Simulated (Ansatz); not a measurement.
```yaml
crystal:
  periodic: [false, false, false]
  atoms:
    - {symbol: F, position_ang: [-0.830288, -0.029067, -0.751470]}
    - {symbol: Mo, position_ang: [-0.020585, -0.026519, -0.007864]}
    - {symbol: F, position_ang: [-0.781378, -0.282063, 0.870185]}
    - {symbol: F, position_ang: [0.093120, -1.108090, -0.195733]}
    - {symbol: Cl, position_ang: [0.877871, 0.222551, -0.987837]}
    - {symbol: Cl, position_ang: [-0.232505, 1.287351, 0.263662]}
    - {symbol: Cl, position_ang: [1.097654, -0.127371, 0.942494]}
basis:
  gaussian: {orbitals: def2-TZVP}
hamiltonian: {xc: {name: B2GP-PLYP}}
output: {forces: true}
```

```sh
$ ansatz run in.yaml --threads 4 --pin off --events-out ev --progress --plain --max-ram 11315MiB
```

Output, abridged:

```
Functional definition: B2GP-PLYP
1601 factors; integrals over basis functions are off by at most 9.8e-4 eV
mean field evaluation 1: about -47304.3132 eV, gradient 8.6e1 eV
mean field evaluation 2: about -47308.3053 eV, gradient 8.5e1 eV
mean field evaluation 4: about -47318.1822 eV, gradient 2.0e1 eV
mean field evaluation 8: about -47319.2305 eV, gradient 1.6e0 eV
mean field evaluation 16: about -47319.4396 eV, gradient 3.6e-1 eV
mean field evaluation 32: about -47319.4459 eV, gradient 1.8e-3 eV
mean field -47319.44592315 eV, -1738.9575634032 hartree, gradient 7.0e-6 eV, S^2 0.000000; 0 other end points of the search recorded, 0 dependent functions left out; unrestricted orbitals would lower it
18 core orbitals not correlated: weight in the atoms' cores, before any rotation towards them, 1.000 or more for the frozen orbitals, at most 0.000 for the correlated occupied ones
reference -47319.44604634 eV, -1738.9575679304 hartree; 28, 28 occupied and 198, 198 virtual orbitals, 1601 factors
second order -63.69087932 eV of doubles, -0.00000000 eV of singles
Total energy: -47342.37476290 eV, -1739.8001827223 hartree
Atom 0 at    -0.830288    -0.029067    -0.751470 Å, force  -144.607021   -16.973277  -125.174396 eV/Å
Atom 1 at    -0.020585    -0.026519    -0.007864 Å, force    92.471795   110.223814    49.499197 eV/Å
Atom 2 at    -0.781378    -0.282063     0.870185 Å, force   -88.336655   -38.874834   100.371096 eV/Å
Atom 3 at     0.093120    -1.108090    -0.195733 Å, force     4.407907  -182.285707   -27.627886 eV/Å
Atom 4 at     0.877871     0.222551    -0.987837 Å, force    83.463695    23.737043   -86.335715 eV/Å
Atom 5 at    -0.232505     1.287351     0.263662 Å, force   -17.527081   113.931318    26.215899 eV/Å
Atom 6 at     1.097654    -0.127371     0.942494 Å, force    70.127358    -9.758358    63.051804 eV/Å
Dipole moment:    -0.847484    -0.581508    -0.268731 e Å
```

(1) What is wrong with this run?

Answers

(1) The geometry is squeezed to about two thirds of its size. The run converged. The result belongs to that input, not to the molecule as meant.
